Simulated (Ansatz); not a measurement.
Geometry optimisation, Ansatz, RKS B3LYP-D4/def2-SVP.

Input file:

```yaml
crystal:
  periodic: [false, false, false]
  atoms:
    - { symbol: Sn, position_ang: [0.0, 0.0, 0.0] }
    - { symbol: O, position_ang: [1.2811, 0.0, 1.739] }
    - { symbol: H, position_ang: [0.3715, -0.2814, 2.0762] }
    - { symbol: H, position_ang: [1.8761, 0.0, 0.4941] }
    - { symbol: O, position_ang: [-0.9232, 1.5994, -0.6527] }
    - { symbol: H, position_ang: [-1.881, 1.3686, -0.8751] }
    - { symbol: H, position_ang: [-0.8195, -1.4198, -0.5794] }
basis:
  gaussian: { orbitals: def2-SVP }
hamiltonian:
  xc: b3lyp
  dispersion: d4
relax:
  f_tol: 0.15
  max_steps: 25
  restrain:
    - { distance: [1, 3], at: 2.21, k: 30.0 }
    - { distance: [0, 1], at: 1.96, k: 30.0 }
    - { distance: [0, 3], at: 1.74, k: 30.0 }
```

Run as:

```bash
$ ansatz run input.yaml --threads 1 --pin off --max-ram 2048MiB --backend cpu --events-out ev --progress --plain --runs-dir out
```

Where does it end, and by what steps?

The forces met the threshold. The restraints hold the end off the free minimum; the threshold counts their pulls, which the force column leaves out. Restrained pairs: O2–H4 (1.38 → 2.26 Å), Sn1–O2 (2.16 → 1.96 Å), Sn1–H4 (1.94 → 1.71 Å). After 8 steps the energy has fallen by 3.730 eV (the restraints' own energy left out); H4 moved furthest, 0.69 Å.

```
step  energy less start (eV)  largest force component (eV/Å)  accepted
   0                  0.0000                           3.605       yes
   1                 -1.3211                           2.601       yes
   2                 -2.2002                           3.185       yes
   3                 -3.3039                           1.800       yes
   4                 -3.6691                           2.753       yes
   5                 -3.7077                           2.614       yes
   6                 -3.7272                           1.271       yes
   7                 -3.7287                           1.299       yes
   8                 -3.7305                           1.441       yes
```

```xyz
7
Properties=species:S:1:pos:R:3
Sn 0.215 -0.087 -0.065
O 0.841 -0.087 1.797
H 0.205 -0.140 2.526
H 1.913 0.115 -0.182
O -0.833 1.555 -0.489
H -1.729 1.354 -0.794
H -0.707 -1.444 -0.591
```

The run took 11 s on 1 thread of AMD EPYC 9R45 96-Core Processor (Zen 5) (shared host), peak memory 0.17 GiB.
